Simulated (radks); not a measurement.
All-electron atom: Zr+ in [Kr] 4d2 5s1. All-electron calculation, scalar-relativistic Kohn-Sham, r2SCAN, spin-polarised, spherical densities, finite nucleus; open shells are filled with parallel spins first (spin-orbit coupling, left out, can overturn this in heavy ions); meta-GGA in the generalised Kohn-Sham scheme; Fermi nuclear charge, rms radius 4.2694 fm. Program: a radial shooting solver on a logarithmic mesh with Libxc functionals.

Unscreened Slater integrals over Kohn-Sham orbitals (eV). They are taken over the spin-up orbitals.

F0(4d,4d): 11.615
F2(4d,4d): 5.6880
F4(4d,4d): 3.6567
F0(4d,5s): 8.4670
G2(4d,5s): 2.2353
F0(4d,4p): 13.809
F2(4d,4p): 6.3658
G1(4d,4p): 7.6769
G3(4d,4p): 4.6267
F0(4d,4s): 14.264
G2(4d,4s): 5.2299
F0(5s,5s): 7.2856
F0(5s,4p): 9.0969
G1(5s,4p): 0.68896
F0(5s,4s): 9.2133
G0(5s,4s): 0.43031
F0(4p,4p): 17.820
F2(4p,4p): 9.3672
F0(4p,4s): 18.831
G1(4p,4s): 12.726
F0(4s,4s): 20.058

Derived for the open shells (J is the average intra-shell exchange parameter used in DFT+U). 4d: Racah B = F2/49 - 5 F4/441 = 0.07462 eV, C = 35 F4/441 = 0.2902 eV, C/B = 3.89, F4/F2 = 0.643, J = (F2 + F4)/14 = 0.6675 eV.
